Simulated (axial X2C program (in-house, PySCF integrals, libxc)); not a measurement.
## Outer orbitals of TiSi⁺ at 2.424 Å, PBE0

All values were computed with an axial X2C code built on PySCF integrals. Spin-free means the one-electron spin-free X2C Hamiltonian; two-component (2c) means X2C with spin–orbit coupling and atomic mean-field two-electron Coulomb and Gaunt terms, so the difference of the two also holds small scalar two-electron terms. Basis: Ti dyall-cv3z [10s10p6d4f2g], Si dyall-v3z [8s7p2d1f] (cores contracted in-house); Gaussian nuclei, density fitting, unrestricted open shells. Masses: Ti 47.948 u, Si 27.977 u.

The distance is close to the 2c PBE0 minimum; the highest filled and lowest empty levels are listed.

Spin-free orbitals, state M_S = 5/2, Λ = 2 (beyond evenly filled blocks: 2 × σα, π+α, π-α, δ+α) (Löwdin shares):

```
symmetry  occupied  ε (eV)              atomic character
      σα       yes  -18.67  63% Si s, 12% Ti p, 12% Ti d
      σβ       yes  -16.11  65% Si s, 12% Ti p, 10% Ti d
      σα       yes  -12.48   47% Si p, 41% Ti d, 6% Si s
     δ+α       yes  -11.57                     100% Ti d
     π+α       yes  -11.38   47% Si p, 41% Ti d, 7% Ti p
     π-α       yes  -11.32   51% Si p, 37% Ti d, 7% Ti p
      σα       yes  -11.00  42% Ti d, 34% Ti s, 22% Si p
      σβ        no   -8.09   62% Si p, 21% Ti s, 9% Ti d
     δ-α        no   -7.66                      99% Ti d
     π+α        no   -7.58   60% Ti d, 26% Si p, 9% Ti p
     π+β        no   -7.57   55% Si p, 33% Ti d, 7% Ti p
     π-β        no   -7.57   55% Si p, 33% Ti d, 7% Ti p
```

Spinors with spin–orbit coupling (state Ω = 1/2):

```json
{"ω": "1/2", "occupied": "yes", "ε (eV)": "-18.67", "atomic character": "63% Si s, 12% Ti p, 12% Ti d", "λ mixture": "100% σ"}
{"ω": "-1/2", "occupied": "yes", "ε (eV)": "-16.11", "atomic character": "65% Si s, 12% Ti p, 10% Ti d", "λ mixture": "100% σ"}
{"ω": "1/2", "occupied": "yes", "ε (eV)": "-12.48", "atomic character": "47% Si p, 42% Ti d, 6% Si s", "λ mixture": "100% σ"}
{"ω": "-3/2", "occupied": "yes", "ε (eV)": "-11.59", "atomic character": "100% Ti d", "λ mixture": "100% δ"}
{"ω": "-1/2", "occupied": "yes", "ε (eV)": "-11.39", "atomic character": "47% Si p, 40% Ti d, 7% Ti p", "λ mixture": "100% π"}
{"ω": "3/2", "occupied": "yes", "ε (eV)": "-11.31", "atomic character": "50% Si p, 37% Ti d, 7% Ti p", "λ mixture": "100% π"}
{"ω": "1/2", "occupied": "yes", "ε (eV)": "-11.00", "atomic character": "42% Ti d, 34% Ti s, 22% Si p", "λ mixture": "100% σ"}
{"ω": "-1/2", "occupied": "no", "ε (eV)": "-8.08", "atomic character": "62% Si p, 21% Ti s, 9% Ti d", "λ mixture": "100% σ"}
{"ω": "5/2", "occupied": "no", "ε (eV)": "-7.65", "atomic character": "99% Ti d", "λ mixture": "100% δ"}
{"ω": "-1/2", "occupied": "no", "ε (eV)": "-7.58", "atomic character": "60% Ti d, 26% Si p, 9% Ti p", "λ mixture": "100% π"}
{"ω": "1/2", "occupied": "no", "ε (eV)": "-7.58", "atomic character": "55% Si p, 33% Ti d, 7% Ti p", "λ mixture": "100% π"}
```

Mulliken charges and populations of the two-component result (they depend on the basis, above all on diffuse functions):

Ti 0.72 e (s 6.52 p 12.16 d 2.58 f 0.02), Si 0.28 e (s 5.87 p 7.80 d 0.04 f 0.01). ⟨Lz⟩ = -2.00 ħ and ⟨Sz⟩ = 2.50 ħ (1.57 and 0.93 on the two atoms), which add up to Ω.

The state is one determinant whose occupation by symmetry is held fixed; it was picked as the lowest of a PBE0 search that is not exhaustive. Density functionals use the spin component along the axis (collinear). Other states lie close and PBE0, whose exact exchange favours high spin, may order them wrongly; the determinant shown need not be the ground state. The nearest other spin-free determinant of the search, M_S = 3/2, Λ = 2, lies 0.21 eV up at the distance of the search. The functionals have no current-density term, which raises determinants with orbital currents, atoms included. With several unpaired electrons one determinant need not be a pure state.
